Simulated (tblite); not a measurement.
Species: C₆H₅F₄NP (charge +1).
Atom-mapped SMILES: `[N:1]#[C:2][CH2:3][CH2:4][P@@H+:5]1[C:6]([F:7])=[C:8]1[C:9]([F:10])([F:11])[F:12]` (hydrogens: H13, H14 on C3; H15, H16 on C4; H17 on P5)

Computed geometry: GFN2-xTB, gas phase.

Problem. Give the optimised bond lengths and angles.

Solution. 
```csv
bond,length (bohr)
N1≡C2,2.163
C2–C3,2.725
C3–C4,2.923
C4–P5,3.471
P5–C6,3.420
C6–F7,2.417
C6=C8,2.519
C8–C9,2.844
"C9–F10, C9–F11",2.498
C9–F12,2.531
P5–C8,3.397
C3–H13,2.063
C3–H14,2.067
C4–H15,2.070
C4–H16,2.071
P5–H17,2.607
```

Bonds in one row agree within 0.02 bohr and their mean is given. A selection of angles:
```csv
angle,degrees
N1–C2–C3,170.0
C2–C3–C4,105.8
C3–C4–P5,108.7
C4–P5–C6,121.1
C4–P5–C8,117.9
C6–P5–C8,43.4
P5–C6–F7,147.9
P5–C6–C8,67.8
F7–C6–C8,144.3
C6–C8–C9,145.3
P5–C8–C6,68.8
P5–C8–C9,145.6
C8–C9–F10,111.3
C8–C9–F12,108.3
F10–C9–F11,109.3
F10–C9–F12,108.4
```

Torsions: C2–C3–C4–P5 32° (synclinal); C3–C4–P5–C6 116° (anticlinal); C4–P5–C6–F7 79° (synclinal); P5–C6–C8–C9 174° (antiperiplanar); C6–C8–C9–F10 -10° (synperiplanar); C4–P5–C8–C6 107° (anticlinal).

P5 (phosphonium phosphorus) has angles from 43.4° to 121.1°. C6 (vinylic C–F carbon) is planar (angles 147.9°, 144.3° and 67.8°, sum 360.0°, 0.01 Å off the plane of its three neighbours). The C–C distances run from 1.333 Å (C6=C8, drawn double) to 1.547 Å (C3–C4, drawn single), a spread of 0.214 Å. The C–F distances run from 1.279 Å (C6–F7, drawn single) to 1.339 Å (C9–F12, drawn single), a spread of 0.060 Å. Of the pairs four or more bonds apart, N1···P5 is among the closest relative to their van der Waals radii: 2.99 Å, 89 % of the sum of Bondi's values. C8 (fully substituted alkene carbon) is planar (angles 145.6°, 145.3° and 68.8°, sum 359.7°, 0.04 Å off the plane of its three neighbours). The C–P distances run from 1.797 Å (P5–C8, drawn single) to 1.837 Å (C4–P5, drawn single), a spread of 0.040 Å.

Point group: C1 (no symmetry element, even within 0.4 Å). Its GFN2-xTB frequencies are all real (lowest 25 cm⁻¹).

Hardware: one thread of an Arm Neoverse V1, no GPU, shared host with 32 logical CPUs at a one-minute load of 13. Cost: 1.5 s wall. This is the geometry optimisation.

One conformer stands for the species.
